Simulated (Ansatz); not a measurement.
`[SiH3][SbH][SiH3]` + H–F → `[F][SbH][SiH3]` + SiH₄ at 500 K and 1 bar (cleavage of the Sb–Si bond).

Program: Ansatz. Geometries: PBE0-D4/def2-TZVP. ΔE: electronic, gas phase. CBS: MP2 limit from def2 TZ/QZ plus the TZ coupled-cluster correction, frozen cores. This one scheme is used for every species. def2 core potentials past Kr. For Sb outer-core shells are correlated without core-valence functions, which leaves a few kJ/mol of doubt a bond.

```
            species  CCSD(T)/CBS energy (Eh)  H − E (kJ/mol)  S (J/(mol·K))
`[SiH3][SbH][SiH3]`               -822.37750           197.1          440.5
                H–F               -100.39570            39.4          188.7
   `[F][SbH][SiH3]`               -631.30007           125.1          382.6
               SiH₄               -291.46306           102.4          230.9
```

H − E and S are ideal-gas, rigid-rotor, harmonic terms from PBE0-D4/def2-TZVP, for one conformer and one mirror image of each species. 1 Eh = 2625.50 kJ/mol, R = 8.31446 J/(mol·K).

Task: By hand: ΔE, ΔH, ΔS and ΔG.

Result: ΔE = (-631.30007) + (-291.46306) − (-822.37750) − (-100.39570) = 0.01007 Eh = 26.4 kJ/mol. Δ(H − E) = 125.1 + 102.4 − 197.1 − 39.4 = -9.0, so ΔH = 17.4 kJ/mol. ΔS = 382.6 + 230.9 − 440.5 − 188.7 = -15.7 J/(mol·K). ΔG = 17.4 − 500 × (-15.7)/1000 = 25.2 kJ/mol.

Task: By hand: the equilibrium constant, and the temperature at which ΔG would vanish if ΔH and ΔS stayed fixed.

Result: log₁₀ K = −ΔG/(RT ln 10) = -2.6. ΔH and −TΔS have one sign here, so there is no such temperature.

TΔS isn't small against ΔH here. A doubt of 5 kJ/mol in ΔE shifts log₁₀ K by 0.5 here. Other conformers and mirror images would add mixing entropy, several J/(mol·K) or more a flexible species. Modes under 60 cm⁻¹, often nearly free rotors, make the harmonic entropy too high. These are equilibria of isolated gas molecules and say nothing of rates. Largest T1 diagnostic: 0.014 (customary marks: 0.02 for closed shells, 0.045 for open ones).
